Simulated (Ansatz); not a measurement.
C24H20Ge⁻, that is tetraphenylgermane with one electron more. The state is a doublet with charge -1. Geometry PBE-D4/def2-SVP; atoms count from 1.

| atom | x (Å) | y (Å) | z (Å) |
| --- | --- | --- | --- |
| C1 | 0.114 | -4.575 | 1.447 |
| C2 | 0.901 | -4.154 | 0.367 |
| C3 | 0.872 | -2.813 | -0.062 |
| C4 | 0.036 | -1.864 | 0.595 |
| Ge5 | 0.000 | 0.000 | -0.001 |
| C6 | -1.233 | 0.173 | -1.510 |
| C7 | -1.829 | 1.432 | -1.811 |
| C8 | -2.719 | 1.558 | -2.895 |
| C9 | -3.036 | 0.448 | -3.691 |
| C10 | -2.463 | -0.814 | -3.390 |
| C11 | -1.582 | -0.940 | -2.304 |
| C12 | 1.792 | 0.551 | -0.562 |
| C13 | 2.941 | 0.073 | 0.133 |
| C14 | 4.232 | 0.467 | -0.271 |
| C15 | 4.406 | 1.330 | -1.361 |
| C16 | 3.271 | 1.798 | -2.071 |
| C17 | 1.985 | 1.398 | -1.673 |
| C18 | -0.595 | 1.139 | 1.476 |
| C19 | -1.985 | 1.306 | 1.740 |
| C20 | -2.415 | 2.128 | 2.800 |
| C21 | -1.484 | 2.798 | 3.606 |
| C22 | -0.098 | 2.654 | 3.341 |
| C23 | 0.329 | 1.840 | 2.279 |
| C24 | -0.731 | -2.297 | 1.697 |
| C25 | -0.709 | -3.636 | 2.121 |
| H26 | 0.139 | -5.627 | 1.776 |
| H27 | 1.552 | -4.879 | -0.151 |
| H28 | 1.503 | -2.494 | -0.907 |
| H29 | -1.596 | 2.311 | -1.188 |
| H30 | -3.173 | 2.538 | -3.118 |
| H31 | -3.731 | 0.555 | -4.539 |
| H32 | -2.709 | -1.694 | -4.006 |
| H33 | -1.150 | -1.927 | -2.066 |
| H34 | 2.819 | -0.613 | 0.986 |
| H35 | 5.113 | 0.090 | 0.275 |
| H36 | 5.419 | 1.636 | -1.670 |
| H37 | 3.397 | 2.473 | -2.933 |
| H38 | 1.106 | 1.754 | -2.237 |
| H39 | -2.728 | 0.793 | 1.108 |
| H40 | -3.494 | 2.249 | 2.994 |
| H41 | -1.828 | 3.437 | 4.435 |
| H42 | 0.642 | 3.179 | 3.966 |
| H43 | 1.407 | 1.742 | 2.068 |
| H44 | -1.361 | -1.567 | 2.233 |
| H45 | -1.328 | -3.955 | 2.975 |

Single mean-field runs in def2-TZVP are fitted with def2-universal-jkfit. The highest occupied level of the relaxed charge -1 doublet lies above zero (up to 1.29 eV). Energy differences disagree on whether the electron is bound (positive means bound): -0.31 eV (each at its own geometry, against the charge 0 singlet, at PBE0-D4/def2-TZVP), but 0.11 eV at PBE-D4/def2-TZVP.

(1) Estimate the Mulliken populations of the heavy atoms from the PBE0/def2-TZVP orbitals of Ansatz.

(2) Where does the spin sit?

(3) And the Mayer bond orders between heavy atoms (over 0.3)?

Answers

(1) 
| atom | charge (e) | spin (α − β) |
| --- | --- | --- |
| C1 | -0.12 | 0.06 |
| C2 | -0.12 | -0.02 |
| C3 | -0.24 | 0.13 |
| C4 | 0.00 | 0.03 |
| Ge5 | 0.37 | 0.08 |
| C6 | 0.00 | 0.03 |
| C7 | -0.24 | 0.13 |
| C8 | -0.12 | -0.02 |
| C9 | -0.12 | 0.06 |
| C10 | -0.17 | 0.08 |
| C11 | -0.17 | -0.03 |
| C12 | 0.00 | 0.03 |
| C13 | -0.24 | 0.13 |
| C14 | -0.12 | -0.02 |
| C15 | -0.12 | 0.06 |
| C16 | -0.17 | 0.08 |
| C17 | -0.17 | -0.03 |
| C18 | 0.00 | 0.03 |
| C19 | -0.24 | 0.13 |
| C20 | -0.12 | -0.02 |
| C21 | -0.12 | 0.06 |
| C22 | -0.17 | 0.08 |
| C23 | -0.17 | -0.03 |
| C24 | -0.17 | -0.03 |
| C25 | -0.17 | 0.08 |
Mulliken values depend strongly on the basis.

(2) Summed by element: C 1.00, Ge 0.08, H -0.08, of 1 unpaired in all. Largest on single atoms: C3 0.13, C7 0.13, C13 0.13.

(3) C1–C2 1.45 (1.40 Å); C1–C25 1.31 (1.42 Å); C2–C3 1.39 (1.41 Å); C3–C4 1.28 (1.42 Å); C4–Ge5 0.94 (1.96 Å); C4–C24 1.41 (1.41 Å); Ge5–C6 0.94 (1.96 Å); Ge5–C12 0.94 (1.96 Å); Ge5–C18 0.94 (1.96 Å); C6–C7 1.28 (1.42 Å); C6–C11 1.41 (1.41 Å); C7–C8 1.39 (1.41 Å); C8–C9 1.45 (1.40 Å); C9–C10 1.31 (1.42 Å); C10–C11 1.44 (1.40 Å); C12–C13 1.28 (1.42 Å); C12–C17 1.41 (1.41 Å); C13–C14 1.39 (1.41 Å); C14–C15 1.45 (1.40 Å); C15–C16 1.31 (1.42 Å); C16–C17 1.44 (1.40 Å); C18–C19 1.28 (1.42 Å); C18–C23 1.41 (1.41 Å); C19–C20 1.39 (1.41 Å); C20–C21 1.45 (1.40 Å); C21–C22 1.31 (1.42 Å); C22–C23 1.44 (1.40 Å); C24–C25 1.44 (1.40 Å).
